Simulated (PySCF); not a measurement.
**Structure elucidation problem**

Molecular formula: C₅H₁₆AlNO. Simulated spectra:

$^{1}$H NMR (400 MHz, computed): δ 4.13 (br, 2H), 3.23 (s, 3H), 2.90 (t, 2H), 2.36 (s, 9H).

$^{13}$C{$^{1}$H} NMR (computed): δ 67.1 (CH3), 65.0 (CH2), 49.1 (CH3, 3C).

- GIAO KT2/pcSseg-1 shieldings
- geometry: PBE0-D3(BJ)/def2-SVP
- program: PySCF
- non-relativistic Hamiltonian, gas phase, one computed conformer, averaged over atoms made equivalent by symmetry, fast rotation or ring inversion

References, each an isolated molecule treated in the same way: $^{1}$H (31.18 ppm), $^{13}$C (183.22 ppm) against TMS.

Problem. Propose a structure and justify it.

Solution. 
1. 3 carbon signals for 5 carbons: some carbons are equivalent by symmetry or fast rotation.
2. Carbon types of the structure: 1 × CH2, 4 × CH3, leaving 2 H on heteroatoms.
3. δC 67.1: methyl carbon bonded to O; the inductive effect lowers its shielding.
4. δC 65.0: sp3 CH2 bonded to Al and O; the inductive effect lowers its shielding.
5. δC 49.1: methyl carbon bonded to N; deshielded by the electronegative neighbour.
6. δH 4.13: hydrogen on an aluminium bonded to C, N.
7. δH 3.23: hydrogen on a methyl carbon bonded to O; its carbon carries O, an electronegative neighbour.
8. δH 2.90: hydrogen on an sp3 CH2 bonded to Al and O; its carbon carries O, which withdraws density.
9. δH 2.36: hydrogen on a methyl carbon bonded to N; its carbon carries N, hence the downfield position.

Structure: `C[N+]([AlH2-][CH2]OC)(C)C`.

The data come from this structure; uniqueness wasn't tested.

Hydrides on Al or Ga are broadened by the quadrupolar metal nucleus. Shifts are as computed. Against solution values, carbons near 30 ppm lie about +2 ppm off and those near 130 ppm about -5 ppm. Of 1309 compounds with measured shifts, 239 miss one by over three times the rms of a fit or turn the order of signals round; such compounds aren't used in these exercises. No couplings were computed; multiplicities are counted from neighbouring protons, with m where these are inequivalent, close in shift, in a saturated or five-membered ring or joined by F or P, and br s for small geminal =CH2 splittings.
